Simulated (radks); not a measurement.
The numbers below are computed, except where a source is named.
Problem. Bi7+, configuration [Xe] 4f14 5d8. Level of theory: Dirac Kohn-Sham, BLYP, spin-unpolarised, spherical densities, point nucleus; open shells are shared between the two j in proportion to 2j + 1 (a radial shooting solver on a logarithmic mesh with Libxc functionals). Some entries of the table are withheld. Estimate them.

orbital,occ.,eigenvalue (eV),r(max) (bohr),<r^2> (bohr^2)
1s1/2,2,-90628.42,0.009650,(1)
2s1/2,2,-16348.26,0.05639,0.005184
2p1/2,2,-15709.27,0.04118,0.003642
2p3/2,4,-13388.36,0.04901,0.004822
3s1/2,2,-4018.605,0.1587,0.03358
3p1/2,2,-3730.353,0.1478,0.03048
3p3/2,4,-3210.653,0.1636,0.03680
3d3/2,4,-2739.225,0.1269,0.02801
3d5/2,6,-2629.064,0.1312,0.02972
4s1/2,2,(2),0.3562,0.1604
4p1/2,2,-870.6767,0.3536,0.1624
4p3/2,4,-742.4896,0.3855,0.1932
4d3/2,4,-539.0101,0.3762,0.1997
4d5/2,6,-515.0799,0.3858,0.2102
5s1/2,2,-251.1158,0.7690,0.7600
4f5/2,6,-250.9163,0.3396,0.2277
4f7/2,8,-245.4039,0.3440,0.2339
5p1/2,2,-207.1658,0.8030,0.8566
5p3/2,4,-181.5163,0.8766,1.023
5d3/2,3.2,-118.3314,0.9916,(3)
5d5/2,4.8,-114.7989,1.018,(4)

Solution. 
(1) 1s1/2 <r^2> (bohr^2): 0.0003459
(2) 4s1/2 eigenvalue (eV): -995.9425
(3) 5d3/2 <r^2> (bohr^2): 1.431
(4) 5d5/2 <r^2> (bohr^2): 1.506
